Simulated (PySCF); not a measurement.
C$_{6}$H$_{12}$O$_{2}$: calculation and literature

Cartesian coordinates in Å; atom numbers follow the order of the lines, from 1:
```xyz
20

C    -2.854   -0.222    0.255
C    -2.104    0.972   -0.325
C    -0.600    0.919   -0.063
C     0.080   -0.248   -0.774
O     1.501   -0.160   -0.661
C     2.059   -0.676    0.438
C     3.557   -0.510    0.411
O     1.441   -1.215    1.318
H    -3.927   -0.067    0.175
H    -2.603   -0.355    1.304
H    -2.604   -1.136   -0.277
H    -2.494    1.888    0.126
H    -2.285    1.030   -1.400
H    -0.138    1.847   -0.408
H    -0.417    0.827    1.010
H    -0.128   -0.226   -1.847
H    -0.246   -1.201   -0.347
H     3.845    0.187   -0.369
H     4.011   -1.480    0.221
H     3.899   -0.162    1.383
```

[PySCF 2.14: σ from GIAO-PBE0/pcSseg-1; coordinates at the GFN2-xTB level; no solvent; averaged over atoms made equivalent by symmetry, fast rotation or ring inversion; one conformer; non-relativistic Hamiltonian]

Reference values: measured (solution, not stated per compound (mostly CDCl3 or CCl4); Pretsch, Buehlmann, Badertscher, Structure Determination of Organic Compounds, 4th ed. (2009)).
```
     atoms  quantity  reference  computed  computed, scaled
   H16/H17      δ 1H       4.06      4.28              4.13
   H14/H15      δ 1H       1.60      1.74              1.73
   H12/H13      δ 1H       1.39      1.43              1.44
H9/H10/H11      δ 1H       0.94      1.01              1.04
```

Reference values: measured (liquid, neat, 295 K; 17O NMR survey of organic solvents and oxofluorinated compounds, PMC5915748).
```csv
atoms,quantity,reference,computed,"computed, scaled"
O8,δ 17O vs D2O (external),365.8,–,353.4
O5,δ 17O vs D2O (external),167.2,–,163.0
```

Computed shifts are σ(ref) − σ with the named reference compound (TMS for H and C) calculated as an isolated molecule at the same level. The measured values may be among those fitted. Empirical linear scaling, fitted to shifts measured mostly in CDCl3 for H and C (δ vs TMS): 1H: δ = 30.01 − 0.943σ (rms 0.17 ppm, 504 shifts, 0.18 ppm with the 4 outliers that the fit left out); 17O: δ = 266.70 − 0.911σ (rms 10.7 ppm, 155 shifts, 12.2 ppm with the 3 outliers that the fit left out vs liquid water, solution or neat liquid). A few per cent of atoms miss by over 2 rms, more outside the fitted compound classes.

**Question.** How far are the unscaled 1H shifts from the references?

**Answer.** Mean signed difference +0.12 ppm, mean absolute 0.12 ppm over 4 comparisons; the largest is +0.22 ppm at H16/H17 (hydrogen on an sp3 CH2 bonded to O).

The protons averaged at δ 4.28 differ by 1.6 ppm in this conformer, so that average is uncertain.
